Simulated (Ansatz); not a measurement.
Relaxation of BFH$_{5}$NO$_{2}$ (10 atoms, charge 0, multiplicity 1), to a largest force component of 0.03 eV/Å in at most 50 steps.

All numbers below come from RKS BHLYP-D4/def2-SVP (Ansatz 0.2.0).

```xyz
10
Properties=species:S:1:pos:R:3
B -0.062 -0.259 0.215
N 0.102 -0.344 1.685
H -0.694 -0.599 2.245
H 0.979 -0.579 2.113
O 0.928 -0.358 -0.684
H 1.801 -0.410 -0.311
F -1.309 -0.171 -0.238
O -0.265 2.336 0.474
H -1.148 2.174 0.147
H -0.243 1.859 1.326
```

**Question.** Where does it end, and by what steps?

**Answer.** The forces met the threshold. After 8 steps the energy has fallen by 0.114 eV; O8 moved furthest, 0.22 Å.

| step | energy less start (eV) | largest force component (eV/Å) | accepted |
| --- | --- | --- | --- |
| 0 | 0.0000 | 2.019 | yes |
| 1 | -0.0753 | 1.035 | yes |
| 2 | -0.0983 | 0.706 | yes |
| 3 | -0.0894 | 1.002 | no |
| 4 | -0.1062 | 0.522 | yes |
| 5 | -0.1029 | 0.356 | no |
| 6 | -0.1126 | 0.117 | yes |
| 7 | -0.1134 | 0.041 | yes |
| 8 | -0.1136 | 0.024 | yes |

```xyz
10
Properties=species:S:1:pos:R:3
B -0.051 -0.342 0.233
N 0.108 -0.395 1.633
H -0.692 -0.516 2.228
H 0.981 -0.584 2.089
O 0.935 -0.413 -0.680
H 1.818 -0.446 -0.328
F -1.293 -0.209 -0.233
O -0.353 2.500 0.594
H -1.109 2.164 0.116
H -0.254 1.888 1.321
```

Whether the end is a true minimum wasn't checked by a vibrational analysis.

Time of the run: 21 s on 2 threads of Arm Neoverse V2 (shared host), peak memory 0.19 GiB.
